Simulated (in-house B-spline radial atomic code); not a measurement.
Ca XVII (Ca16+): [He] 2s2

Method: Dirac-Kohn-Sham PBEsol, spherical fractional occupations, Fermi nucleus of rms radius 3.4776 fm. Calculated with a B-spline radial code for spherical atoms.

Screening seen three ways: the hydrogenic charge with the same mean radius, Z_r = [3n² - l(l+1)]/(2<r>), the one with the same energy, Z_e = n√(-2ε), and Slater's rules. Values are occupation-weighted means over j.

```
shell  electrons   ε (eV)  <r> (bohr)    Z_r    Z_e  Slater
   1s          2  -4794.3     0.07632  19.65  18.77   19.70
   2s          2  -1053.6      0.3224  18.61  17.60   17.95
```

The least bound orbital is 2s1/2 at -1054 eV, and it is also the most diffuse (<r> = 0.3224 bohr).

For the 1s electron the small component carries 0.515 % of the norm, the zero-frequency Breit interaction raises the level by 2.99 eV, self-energy by 1.681 eV, and vacuum polarisation lowers it by 0.1243 eV.

The density falls to 0.001 bohr⁻³ at 0.9373 bohr; Σ<r²> = 0.25875 bohr² gives, by the non-relativistic formula and without the paramagnetism of open shells, a Langevin diamagnetic susceptibility of -0.2049×10⁻⁶ cm³/mol.
